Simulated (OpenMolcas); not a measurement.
# Re4+: moving or changing the point charges

Re4+ among 6 point charges of -1.7 e arranged as a trigonal prism (D3h), 1.96 Å from the ion, with a polar angle of 47.6° against the regular 49.1°.
```
   1.4480    0.0000    1.3210  -1.70
  -0.7240    1.2540    1.3210  -1.70
  -0.7240   -1.2540    1.3210  -1.70
   1.4480    0.0000   -1.3210  -1.70
  -0.7240    1.2540   -1.3210  -1.70
  -0.7240   -1.2540   -1.3210  -1.70
```

```
Program             : OpenMolcas
Method              : SS-CASPT2, IPEA 0.25 Eh, imaginary shift 0.1 Eh (closed shells correlated: 4f 5s 5p)
Basis               : ANO-RCC-VDZP [7s6p4d2f1g]
Scalar Hamiltonian  : DKH2, point nucleus
Active space        : 3 electrons in 5 orbitals (5d)
State averaging     : 2S+1 = 4 even, 10 roots; 2S+1 = 2 even, 40 roots
Spin-orbit coupling : state interaction with AMFI integrals over the reference wave functions
```

Runs around this geometry, states (labels of D3, the rotations of D3h). Energies in cm-1 above the lowest state or level, χT in cm3 K/mol.

```
R (Å)  q (e)  Polar angle / regular  Ground state  First state of that spin  First gap with spin-orbit (degeneracies)  χT at 300 K  First state of another spin
 1.96   -1.7                   0.89           4A2                  4E 11300                               2980 (2, 2)        0.324                     2E 12320
 1.96   -1.1                   0.97           4A2                   4E 5490                               3690 (2, 2)        0.122                     2E 13720
 1.79   -1.7                   0.97           4A2                  4E 15270                               2420 (2, 2)        0.471                     2E 12690
 1.96   -1.7                   0.97           4A2                   4E 9610                               3300 (2, 2)        0.245                     2E 13600
 2.12   -1.7                   0.97           4A2                   4E 6450                               3770 (2, 2)        0.144                     2E 13740
```

Taking the first state of the same spin as R^-n, n = -ln(6450 / 15270) / ln(2.12 / 1.79) = 5.1 between the shortest and longest distance.

Scaling the charges by -1.1 / -1.7 = 0.65 scales the first state of the same spin by 5490 / 9610 = 0.57; with fixed orbitals a first-order splitting would follow the charge.

Roots that are degenerate in the reference are averaged as groups; the widest CASPT2 spread within a group is 130 cm-1 (the 2-fold group of multiplicity 4 near 15600 cm-1 above the lowest state of its run, R = 2.12, q = -1.7, ratio = 0.97). Shifts and gaps below about the spread of the groups concerned are not significant. Free-ion shares, where given, are those of the reference states; single-state CASPT2 does not remix them. Spin-orbit coupling mixes the spin-free states strongly: the lowest level takes only 52 % from its leading state, 4A2 (figures for R = 1.96, q = -1.1, ratio = 0.97; the like holds for R = 1.96, q = -1.7, ratio = 0.97, R = 2.12, q = -1.7, ratio = 0.97). Point charges carry no covalency, so the field is a model and not that of real ligands. No measured value stands beside these numbers.
